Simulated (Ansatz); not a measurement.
Geometry optimisation, RKS PBE0-D4/def2-mTZVP (Ansatz).

Input file:

```yaml
crystal:
  periodic: [false, false, false]
  atoms:
    - { symbol: Si, position_ang: [-0.282148, -0.247036, -0.703287] }
    - { symbol: H, position_ang: [0.175475, 0.460453, 1.890335] }
    - { symbol: F, position_ang: [-0.710103, -0.744578, -2.133417] }
    - { symbol: F, position_ang: [-1.167873, 0.998772, -0.338443] }
    - { symbol: F, position_ang: [-0.558512, -1.406223, 0.322061] }
    - { symbol: H, position_ang: [0.802922, 0.679874, 1.695705] }
    - { symbol: Cl, position_ang: [1.740239, 0.258738, -0.732954] }
basis:
  gaussian: { orbitals: def2-mTZVP }
hamiltonian:
  xc: pbe0
  dispersion: d4
relax:
  f_tol: 0.03
  max_steps: 50
```

Run as:

```bash
$ ansatz run input.yaml --threads 2 --pin off --max-ram 3072MiB --backend cpu --events-out ev --progress --plain --runs-dir out
```

Problem. Where does it end, and by what steps?

Solution. It converged. The force dipped under the threshold on the way, but the program's further checks kept it going. After 7 steps the energy has fallen by 0.237 eV; H2 moved furthest, 0.64 Å.

| step | energy less start (eV) | largest force component (eV/Å) | accepted |
| --- | --- | --- | --- |
| 0 | 0.0000 | 1.932 | yes |
| 1 | -0.1841 | 0.278 | yes |
| 2 | -0.2226 | 0.148 | yes |
| 3 | -0.2325 | 0.065 | yes |
| 4 | -0.2360 | 0.039 | yes |
| 5 | -0.2362 | 0.061 | yes |
| 6 | -0.2367 | 0.018 | yes |
| 7 | -0.2369 | 0.026 | yes |

```xyz
7
Properties=species:S:1:pos:R:3
Si -0.291 -0.315 -0.950
H 0.218 0.627 2.509
F -0.819 -0.814 -2.345
F -1.127 0.946 -0.520
F -0.525 -1.454 0.109
H 0.882 0.867 2.270
Cl 1.661 0.144 -1.072
```

Run time: 17 s on 2 threads of Intel(R) Xeon(R) Platinum 8488C (Sapphire Rapids) (shared host), peak memory 0.24 GiB.
